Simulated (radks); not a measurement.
The tungsten ion W42+, configuration [Ar] 3d10 4s2 4p2. Calculated with a radial shooting solver on a logarithmic mesh with Libxc functionals: Dirac Kohn-Sham, exchange-only PBE, spin-unpolarised, spherical densities, finite nucleus; open shells fill j = l - 1/2 first; Fermi nuclear charge, rms radius 5.3658 fm.

Unscreened Slater integrals over Kohn-Sham orbitals (hartree). Large and small components are both included. Empty in this configuration: 4p3/2.

| integral | value |
|---|---|
| F0(4p1/2,4p1/2) | 2.2843 |
| F0(4p1/2,4s1/2) | 2.2710 |
| G1(4p1/2,4s1/2) | 1.5148 |
| F0(4p1/2,3d5/2) | 2.8695 |
| G3(4p1/2,3d5/2) | 0.28126 |
| F0(4p1/2,3d3/2) | 2.8832 |
| G1(4p1/2,3d3/2) | 0.27749 |
| F0(4p1/2,4p3/2) | 2.2259 |
| G2(4p1/2,4p3/2) | 1.1305 |
| F0(4s1/2,4s1/2) | 2.2598 |
| F0(4s1/2,3d5/2) | 2.8319 |
| G2(4s1/2,3d5/2) | 0.26972 |
| F0(4s1/2,3d3/2) | 2.8443 |
| G2(4s1/2,3d3/2) | 0.26643 |
| F0(4s1/2,4p3/2) | 2.2145 |
| G1(4s1/2,4p3/2) | 1.4834 |
| F0(3d5/2,3d5/2) | 5.0437 |
| F2(3d5/2,3d5/2) | 2.5844 |
| F4(3d5/2,3d5/2) | 1.6661 |
| F0(3d5/2,3d3/2) | 5.1032 |
| F2(3d5/2,3d3/2) | 2.6034 |
| G2(3d5/2,3d3/2) | 2.5569 |
| G4(3d5/2,3d3/2) | 1.6476 |
| F0(3d5/2,4p3/2) | 2.7563 |
| F2(3d5/2,4p3/2) | 0.79941 |
| G1(3d5/2,4p3/2) | 0.25773 |
| G3(3d5/2,4p3/2) | 0.26158 |
| F0(3d3/2,3d3/2) | 5.1657 |
| F2(3d3/2,3d3/2) | 2.6259 |
| F0(3d3/2,4p3/2) | 2.7689 |
| F2(3d3/2,4p3/2) | 0.78723 |
| G1(3d3/2,4p3/2) | 0.25707 |
| G3(3d3/2,4p3/2) | 0.25751 |
| F0(4p3/2,4p3/2) | 2.1737 |
| F2(4p3/2,4p3/2) | 1.1267 |
